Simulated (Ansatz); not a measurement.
The cation of C2H2Se, SMILES `C1=C[Se]1` at the neutral geometry.

```yaml
crystal:
  periodic: [false, false, false]
  atoms:
    - {symbol: C, position_ang: [-0.504252, -0.285482, -0.314334]}
    - {symbol: C, position_ang: [0.371553, 0.510789, 0.148279]}
    - {symbol: Se, position_ang: [0.794951, -1.324835, 0.760649]}
    - {symbol: H, position_ang: [-1.391705, -0.474040, -0.891343]}
    - {symbol: H, position_ang: [0.779353, 1.499866, 0.255449]}
basis:
  gaussian: {orbitals: def2-TZVPP}
total_charge: 1
magnetization: {spin_polarized: true, initial_magnetization: 1}
hamiltonian: {xc: {name: B3LYP}, dispersion: d4}
```

```sh
$ ansatz run in.yaml --threads 2 --pin off --events-out ev --progress --plain --max-ram 4352MiB
```

It prints (some lines left out):

```
Functional definition: B3LYP
887 factors; their error is unknown
mean field evaluation 1: about -67427.9174 eV, gradient 6.2e1 eV
mean field evaluation 2: about -67371.3714 eV, gradient 1.1e2 eV
mean field evaluation 4: about -67446.7773 eV, gradient 7.6e0 eV
mean field evaluation 8: about -67446.9878 eV, gradient 5.0e-2 eV
mean field evaluation 16: about -67447.3155 eV, gradient 2.1e-3 eV
mean field -67447.31554393 eV, -2478.6431288070 hartree, gradient 2.7e-5 eV, S^2 0.753510; 0 other end points of the search recorded, 0 dependent functions left out
reference -67447.31574151 eV, -2478.6431360680 hartree; 24, 23 occupied and 114, 115 virtual orbitals, 887 factors
Total energy: -67447.44442056 eV, -2478.6478649357 hartree
```

Hardware: 2 threads of an Intel Xeon Platinum 8375C on a shared host. Wall time 5.5 s, peak host memory 0.33 GiB.
